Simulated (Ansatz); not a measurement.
Harmonic frequencies (cm⁻¹) at PBE0-D4/def2-TZVP from Ansatz: 74, 84, 106, 114, 249, 282, 365, 422, 601, 624, 804, 828, 838, 907, 973, 991, 1034, 1066, 1280, 1400, 1458, 1465, 1832, 2358, 3074, 3143, 3194.

Each molecule was computed in one conformer, which needn't be the lowest.

Problem. Which molecule is it?
A. `C[Se][SiH](F)Cl`
B. `CO[Si](N)(F)F`
C. `CC[SiH2]N`
D. `CC(=O)O[SiH](F)F`

Solution. D.
